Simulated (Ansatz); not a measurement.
```xyz
13

C     2.310   -1.561   -0.080
O     1.582   -1.218    1.076
In   -0.060   -0.142    0.961
S    -1.404    0.374    2.833
O    -0.470    0.508   -0.865
C    -1.586    1.314   -1.135
H     1.875   -2.429   -0.591
H     3.328   -1.826    0.225
H     2.379   -0.744   -0.809
H    -2.260    1.089    2.082
H    -1.571    1.582   -2.196
H    -1.587    2.252   -0.561
H    -2.538    0.801   -0.940
```

Charge 0, multiplicity 1. In takes the def2 core potential.

**Question.** List the r2SCAN/def2-TZVPP orbital energies in eV (the Gaussian-basis code of Ansatz). (Estimate.)

**Answer.** Computed: Occupied: -2409.51, -515.44, -515.43, -274.18, -274.00, -213.92, -157.98, -157.92, -157.79, -125.92, -82.64, -82.39, -82.34, -25.85, -25.78, -20.31, -19.86, -19.82, -19.82, -19.78, -18.42, -17.03, -16.80, -12.16, -11.36, -11.10, -10.91, -10.87, -10.56, -10.33, -8.80, -7.14, -7.10, -6.67, -6.56, -6.38. Lowest empty: -2.43, -1.24, -0.23, 0.48, 1.05, 2.15, 2.19, 2.45.
